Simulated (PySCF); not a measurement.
## Correlation energy of Ne²⁺ (neon, charge +2)

[He] 2s2 2p4, high-spin 3P determinant. Computed with PySCF 2.14 in x2c-QZVPPall with one added diffuse shell each of s, p, d, f type (8s5p4d3f1g, 73 functions), with the spin-free X2C one-electron Hamiltonian (Gaussian nucleus). Frozen: nothing; 8 electrons correlated.

```
  level  correlation energy (mhartree)
   CCSD                        -194.60
    (T)                          -1.87
CCSD(T)                        -196.47
```

Diagnostics: T1 = 0.0023, D1 = 0.0064, largest double amplitude 0.021.

Q: Is a single reference adequate?

A: Yes: T1 lies below 0.03 and no double amplitude reaches 0.07.

This basis was not built for core-valence correlation, so the inner-shell part is incomplete.
